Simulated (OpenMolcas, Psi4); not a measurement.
## C2H5AlO: a line through the functionals

C2H5AlO has 9 atoms, charge 0, and is taken as a singlet. SMILES: `[CH3][Al]1[CH2][O]1`. The coordinates come from a PBE0-D4/def2-TZVP relaxation.

The HOMO–LUMO gap y, in eV, basis 6-31G(d); a is the functional's share of exact exchange. Programs: OpenMolcas 26.06, Psi4 1.11.

```
functional     program     a  y (eV)
       PBE        Psi4     0    3.61
    revPBE  OpenMolcas     0    3.64
     B3LYP  OpenMolcas   0.2       ?
      PBE0  OpenMolcas  0.25    5.67
     BHLYP  OpenMolcas   0.5    7.59
```

**Question.** Fit y = c + s·a to the known rows and predict B3LYP.

**Answer.** 
1. Means of the 4 rows: a = 0.1875, y = 5.127.
2. Σ(Δa)² = 0.17188, Σ(Δa·Δy) = 1.3669, so the slope is 1.3669/0.17188 = 7.9526.
3. Intercept: 5.127 − (7.9526) × 0.1875 = 3.636. The largest residual of the fit is 0.046.
4. B3LYP: 3.636 + (7.9526) × 0.2 = 5.23 eV.

The run gave 5.19 eV, so the prediction is off by +0.04 eV, within the largest residual. Exact exchange lowers occupied levels and raises empty ones.
